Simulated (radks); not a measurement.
Pm12+, configuration [Kr] 4d10 4f1 5s2.

Calculated with a radial shooting solver on a logarithmic mesh with Libxc functionals: scalar-relativistic Kohn-Sham, PBEsol, spin-polarised, spherical densities, finite nucleus; open shells are filled with parallel spins first (spin-orbit coupling, left out, can overturn this in heavy ions); Fermi nuclear charge, rms radius 4.962 fm.

Energy parts (hartree):
part                       energy
total                  -9976.3035
kinetic                10642.0458
electron-nucleus      -23849.2198
Hartree                 3447.8554
exchange-correlation    -216.9850

Orbitals (lengths in bohr, moments of r in powers of bohr; r(max) is where P^2 peaks):
orbital,occ.,eigenvalue (hartree),<r^2>,r(max),<r^4>,<1/r>
1s down,1,-1662.009,0.0007322,0.01480,1.419e-06,67.39
1s up,1,-1662.009,0.0007322,0.01480,1.419e-06,67.39
2s up,1,-277.2471,0.01157,0.08383,0.0002299,15.59
2s down,1,-277.2468,0.01157,0.08383,0.0002299,15.59
2p up,3,-248.5331,0.009266,0.06763,0.0001698,14.66
2p down,3,-248.5329,0.009266,0.06763,0.0001698,14.66
3s up,1,-67.06681,0.07757,0.2387,0.009082,5.693
3s down,1,-67.04846,0.07754,0.2387,0.009074,5.694
3p up,3,-58.04780,0.07759,0.2339,0.009481,5.374
3p down,3,-58.02959,0.07755,0.2339,0.009471,5.376
3d up,5,-45.66866,0.06563,0.1919,0.007688,5.100
3d down,5,-45.65454,0.06558,0.1918,0.007677,5.102
4s up,1,-19.76118,0.3842,0.5484,0.2121,2.428
4s down,1,-19.71957,0.3843,0.5484,0.2122,2.428
4p up,3,-16.74384,0.4273,0.5706,0.2679,2.251
4p down,3,-16.70279,0.4274,0.5706,0.2681,2.250
4d up,5,-12.46392,0.4954,0.5911,0.3812,2.012
4d down,5,-12.42346,0.4957,0.5911,0.3819,2.011
5s up,1,-8.13554,1.600,1.157,3.504,1.134
5s down,1,-8.11068,1.606,1.159,3.528,1.132
4f up,1,-7.75481,0.6221,0.5753,0.6970,1.660
4f down,0,-7.71452,0.6242,0.5755,0.7032,1.658
5p up,0,-7.12211,1.857,1.244,4.745,1.045
5p down,0,-7.10064,1.864,1.246,4.781,1.042
6s up,0,-4.48010,4.793,2.117,30.46,0.6572
6s down,0,-4.47190,4.806,2.120,30.64,0.6563

The highest occupied level is 4f up at -211.02 eV. Spin moment in Bohr magnetons: 1. The electron density at the nucleus is 5.134e+05 e/bohr^3 (large components only). For comparison, the ionisation energy in NIST's Atomic Spectra Database is 229 eV (theoretical). In exact Kohn-Sham theory the highest level is minus the ionisation energy, but local and semilocal functionals leave it too shallow, through self-interaction and a potential that decays too fast; potentials with the right tail come closer. Summed over all electrons, <r^2> = 13.47 bohr^2, which gives a Langevin (diamagnetic) susceptibility term of -10.7 x 10^-6 cm^3/mol.
